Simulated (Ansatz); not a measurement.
Ideal-gas functions of AlFGeH2O (`[F][GeH]1[O][AlH]1`) at 600 K and 1 bar, from an Ansatz frequency run at PBE0-D4/def2-TZVP.

Molar mass 136.61 g/mol, point group C1 (symmetry number 1), electronic degeneracy 1, moments of inertia 53.772, 201.995, 207.759 u Å². Harmonic wavenumbers (cm⁻¹, unscaled): 139, 212, 364, 407, 426, 618, 629, 679, 738, 868, 1976, 2115.

Use S(trans) = R[1.5 ln M + 2.5 ln T − 1.1517]; rotational temperatures θ = 24.2544 K / I; S(rot) = R[ln(√π/σ · √(T³/θAθBθC)) + 1.5]; for each mode x = 1.438777 ν̃/T, S = R[x/(eˣ − 1) − ln(1 − e⁻ˣ)] and H = RT x/(eˣ − 1); 1 cm⁻¹ = 0.0119627 kJ/mol; R = 8.31446 J/(mol·K).

By hand: the entropy, in J/(mol·K).

Translation 184.7. Rotation: θ = 0.4511, 0.1201, 0.1167 K, giving 118.1. Vibration, mode by mode: 17.49, 14.03, 9.70, 8.84, 8.49, 5.77, 5.64, 5.12, 4.58, 3.57, 0.42, 0.32, in all 84.0. Electronic 0.0. Sum 386.8 J/(mol·K).

By hand: H − E and G − E in kJ/mol, counted from the electronic energy.

Zero-point energy ½ × 9171 × 0.0119627 = 54.9; thermal vibration 26.9; translation, rotation and pV give 4 RT = 20.0. H − E = 101.8 kJ/mol, and G − E = 101.8 − 600 × 386.8/1000 = -130.3 kJ/mol.

Vibration gives 22 % of the entropy, 17.5 J/(mol·K) of it from the mode under 150 cm⁻¹: soft modes count most, and the harmonic formula is weakest for them. The sum counts one conformer and one mirror image; others add a mixing term.
